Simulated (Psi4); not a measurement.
arsenic trifluoride (AsF3), singlet, geometry from GFN2-xTB; BHHLYP/6-31G* (Psi4 1.11).

Psi4 was given this input:
```
memory 2 GB

molecule mol {
0 1
  F    -0.843028   -1.170729   -0.507699
  As    0.013194   -0.005516    0.423912
  F     1.416347   -0.120513   -0.564356
  F    -0.621699    1.311469   -0.482288
}

set basis 6-31g*
set reference rks

energy('bhhlyp')
print_variables()
```

The log (banner, timings and long lists left out):

```
   => Loading Basis Set <=

    Name: 6-31G*
    Role: ORBITAL
    Keyword: BASIS

         ---------------------------------------------------------
                                   SCF
               by Justin Turney, Rob Parrish, Andy Simmonett
                          and Daniel G. A. Smith
                              RKS Reference
         ---------------------------------------------------------

  ==> Geometry <==

    Molecular point group: c1
    Full point group: C1

    Geometry (in Angstrom), charge = 0, multiplicity = 1:

       Center              X                  Y                   Z               Mass
    ------------   -----------------  -----------------  -----------------  -----------------
         F           -0.843553882766    -1.170509264424    -0.524604564428    18.998403162730
         AS           0.012668117234    -0.005296264424     0.407006435572    74.921594570000
         F            1.415821117234    -0.120293264424    -0.581261564428    18.998403162730
         F           -0.622224882766     1.311688735576    -0.499193564428    18.998403162730

  Running in c1 symmetry.

  Rotational constants: A =      0.19209  B =      0.19209  C =      0.14286 [cm^-1]
  Rotational constants: A =   5758.81918  B =   5758.81910  C =   4282.94827 [MHz]
  Nuclear repulsion =  325.708020654297570

  Charge       = 0
  Multiplicity = 1
  Electrons    = 60
  Nalpha       = 30
  Nbeta        = 30

  ==> Algorithm <==

  SCF Algorithm Type is DF.
  DIIS enabled.
  MOM disabled.
  Fractional occupation disabled.
  Guess Type is SAD.
  Energy threshold   = 1.00e-06
  Density threshold  = 1.00e-06
  Integral threshold = 1.00e-12

  ==> Primary Basis <==

  Basis Set: 6-31G*
    Blend: 6-31G*
    Number of shells: 30
    Number of basis functions: 80
    Number of Cartesian functions: 80
    Spherical Harmonics?: false
    Max angular momentum: 2

  ==> DFT Potential <==

   => LibXC <=

    Version 7.1.2
    S. Lehtola, C. Steigemann, M. J. T. Oliveira, and M. A. L. Marques,  SoftwareX 7, 1–5 (2018) (10.1016/j.softx.2017.11.002)

   => Composite Functional: BHANDHLYP <=

    BHandHLYP Hyb-GGA Exchange-Correlation Functional

    A. D. Becke,  J. Chem. Phys. 98, 1372 (1993) (10.1063/1.464304)
    Defined through Gaussian implementation.

    Deriv               =              1
    GGA                 =           TRUE
    Meta                =          FALSE

    Exchange Hybrid     =           TRUE
    MP2 Hybrid          =          FALSE
[...]
   @DF-RKS iter   3: -2534.75580711935118   -6.64130e-01   1.45132e-03 ADIIS/DIIS
   @DF-RKS iter   4: -2534.75725874414093   -1.45162e-03   9.09666e-04 ADIIS/DIIS
   @DF-RKS iter   5: -2534.75890804856954   -1.64930e-03   3.86994e-05 DIIS
   @DF-RKS iter   6: -2534.75891153154498   -3.48298e-06   7.90486e-06 DIIS
   @DF-RKS iter   7: -2534.75891172731508   -1.95770e-07   1.05857e-06 DIIS
   @DF-RKS iter   8: -2534.75891173227092   -4.95584e-09   1.07826e-07 DIIS
  Energy and wave function converged.

  ==> Post-Iterations <==

   Electrons on quadrature grid:
      Ntotal   =   60.0000958647 ; deviation = 9.586e-05

    Orbital Energies [Eh]
    ---------------------

    Doubly Occupied:

[...]
    Virtual:

[...]
    Final Occupation by Irrep:
              A
    DOCC [    30 ]
    NA   [    30 ]
    NB   [    30 ]

  @DF-RKS Final Energy: -2534.75891173227092

   => Energetics <=

    Nuclear Repulsion Energy =            325.7080206542975702
    One-Electron Energy =               -4179.2789309302133915
    Two-Electron Energy =                1377.4202604805993815
    DFT Exchange-Correlation Energy =     -58.6082619369549960
    Empirical Dispersion Energy =           0.0000000000000000
    VV10 Nonlocal Energy =                  0.0000000000000000
    Total Energy =                      -2534.7589117322709171

Computation Completed

Properties will be evaluated at   0.000000,   0.000000,   0.000000 [a0]

Properties computed using the SCF density matrix

 Multipole Moments:

 ------------------------------------------------------------------------------------
     Multipole            Electronic (a.u.)      Nuclear  (a.u.)        Total (a.u.)
 ------------------------------------------------------------------------------------

 L = 1.  Multiply by 2.5417464519 to convert [e a0] to [Debye]
 Dipole X            :          0.0956574           -0.0596605            0.0359969
 Dipole Y            :         -0.0399667            0.0249427           -0.0150240
 Dipole Z            :          3.0726253           -1.9167962            1.1558291
 Magnitude           :                                                    1.1564871

 ------------------------------------------------------------------------------------

  Variable Map:
  ----------------------------------------------------------------------------
[...]
  Array Variable Map:
  ----------------------------------------------------------------------------
[...]
[...]
```
